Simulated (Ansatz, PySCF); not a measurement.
Br₂Zr, SMILES [Br][Zr][Br], multiplicity 1. Atoms are numbered in the order given.

```xyz
3

Zr     0.0000     0.0000    -0.5785
Br     0.0000     2.3021     0.3227
Br     0.0000    -2.3021     0.3227
```
Charge 0, spin multiplicity 1.

Geometry optimised at B3LYP-D3(BJ)/def2-SVP. The spin state was assumed, not searched. The def2 effective core potentials stand for the cores of Zr; spin–orbit coupling is left out.

Two levels are set side by side: PBE-D3(BJ)/def2-SVP (Ansatz, a program for electronic structure) and B3LYP-D3(BJ)/def2-SVP (Ansatz). Each level has its own optimised geometry; the coordinates shown are those of the second. Frequencies come from the Hessian of PySCF at each geometry. Differences are taken from unrounded values.

```json
[
 {"quantity": "mean bond length (Å)", "B3LYP-D3(BJ)": "2.472"},
 {"quantity": "bond Zr1–Br2 (Å)", "B3LYP-D3(BJ)": "2.472"},
 {"quantity": "bond Zr1–Br3 (Å)", "B3LYP-D3(BJ)": "2.472"},
 {"quantity": "highest harmonic wavenumber (cm⁻¹)", "B3LYP-D3(BJ)": "319"},
 {"quantity": "mean harmonic wavenumber (cm⁻¹)", "B3LYP-D3(BJ)": "202"},
 {"quantity": "zero-point energy (kcal/mol)", "B3LYP-D3(BJ)": "0.86"}
]
```

Question: What does PBE-D3(BJ) give, and how far is it from B3LYP-D3(BJ)? (An estimate is asked for; the answer gives what the named calculation found.)

Answer: 
```json
[
 {"quantity": "mean bond length (Å)", "PBE-D3(BJ)": "2.456", "PBE-D3(BJ) minus B3LYP-D3(BJ)": "-0.017"},
 {"quantity": "bond Zr1–Br2 (Å)", "PBE-D3(BJ)": "2.456", "PBE-D3(BJ) minus B3LYP-D3(BJ)": "-0.017"},
 {"quantity": "bond Zr1–Br3 (Å)", "PBE-D3(BJ)": "2.456", "PBE-D3(BJ) minus B3LYP-D3(BJ)": "-0.017"},
 {"quantity": "highest harmonic wavenumber (cm⁻¹)", "PBE-D3(BJ)": "316", "PBE-D3(BJ) minus B3LYP-D3(BJ)": "-3"},
 {"quantity": "mean harmonic wavenumber (cm⁻¹)", "PBE-D3(BJ)": "206", "PBE-D3(BJ) minus B3LYP-D3(BJ)": "4"},
 {"quantity": "zero-point energy (kcal/mol)", "PBE-D3(BJ)": "0.88", "PBE-D3(BJ) minus B3LYP-D3(BJ)": "0.02"}
]
```

Here PBE gives about what the other level gives.
